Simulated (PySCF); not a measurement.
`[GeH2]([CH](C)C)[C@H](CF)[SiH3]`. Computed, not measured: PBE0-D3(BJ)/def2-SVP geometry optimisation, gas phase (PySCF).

```
atom  x, y, z in Å
C1     1.8410    0.1851   -0.9913
C2     1.3364   -0.6127    0.2074
C3     2.4480   -0.8944    1.2136
Ge4   -0.1629    0.3158    1.0903
C5    -1.6892    0.5639   -0.1510
Si6   -2.0311   -1.0068   -1.1400
C7    -2.9189    1.0278    0.6027
F8    -2.6155    2.0580    1.4691
H9     1.0612    0.3258   -1.7560
H10    2.1943    1.1847   -0.6882
H11    2.6887   -0.3256   -1.4791
H12    0.9353   -1.5777   -0.1507
H13    3.2825   -1.4373    0.7378
H14    2.0960   -1.5041    2.0601
H15    2.8628    0.0402    1.6264
H16   -0.6715   -0.5189    2.2867
H17    0.3392    1.6848    1.5888
H18   -1.3833    1.3427   -0.8721
H19   -2.1951   -2.1750   -0.2196
H20   -3.2875   -0.8653   -1.9424
H21   -0.9015   -1.2840   -2.0758
H22   -3.7003    1.3921   -0.0872
H23   -3.3477    0.2048    1.2029
```

Q: Work out the bond lengths C1–H9, C2–Ge4, C2–H12, C3–H14, Ge4–H17, C5–Si6, C7–H22 in pm.

A: For C1–H9 the difference vector is (-0.7798, 0.1407, -0.7647) Å, of length 1.1012 Å. C1–H9 110.1; C2–Ge4 197.2; C2–H12 110.5; C3–H14 110.1; Ge4–H17 154.1; C5–Si6 188.7; C7–H22 110.4 pm.

Q: How far are the heavy atoms from their best plane (unweighted least squares)?

A: 0.571 Å rms; C1 1.25, C2 0.17, C3 0.69, Ge4 0.28, C5 0.24, Si6 0.54, C7 0.10, F8 0.31 Å (magnitudes).

Q: Give the dihedral angles H17–Ge4–C5–C7, C2–Ge4–C5–Si6, Ge4–C5–C7–H23, Ge4–C5–C7–F8, Ge4–C5–Si6–H19.

A: H17–Ge4–C5–C7 -71° (synclinal); C2–Ge4–C5–Si6 44° (synclinal); Ge4–C5–C7–H23 -73° (synclinal); Ge4–C5–C7–F8 47° (synclinal); Ge4–C5–Si6–H19 53° (synclinal). Dihedral signs follow IUPAC: positive where, seen along the central bond, the front bond turns clockwise onto the rear one.

Q: Where is the centre of mass (commonest isotopes), and what is the radius of gyration?

A: Mass 196.014 u; centre at (-0.543, 0.173, 0.446) Å; Rg = √(Σ m r²/M) = 2.141 Å. As Ia + Ib + Ic = 2 Σ m r², the three principal moments sum to 1796.6 u·Å².

Q: What are the angles C3–C2–H12, H16–Ge4–H17, Ge4–C5–Si6, Ge4–C5–H18, H19–Si6–H20, H20–Si6–H21, C5–C7–F8, F8–C7–H23?

A: From the scalar product of the two bond vectors; for C3–C2–H12 it is -0.5343 Å² over 1.5256 × 1.1047 Å², cos θ = -0.3171. C3–C2–H12 108.5°; H16–Ge4–H17 109.7°; Ge4–C5–Si6 111.3°; Ge4–C5–H18 106.5°; H19–Si6–H20 108.1°; H20–Si6–H21 108.5°; C5–C7–F8 111.3°; F8–C7–H23 107.5°.

Q: Write the matrix of distances between heavy atoms (Å, lower triangle).

A: 
```
C1    0.000
C2    1.526  0.000
C3    2.529  1.526  0.000
Ge4   2.892  1.972  2.880  0.000
C5    3.649  3.266  4.594  1.983  0.000
Si6   4.054  3.648  5.061  3.196  1.887  0.000
C7    5.090  4.578  5.733  2.888  1.515  2.822  0.000
F8    5.424  4.934  5.867  3.032  2.391  4.067  1.380  0.000
```

No frequency check. The numbers are those of one conformer.
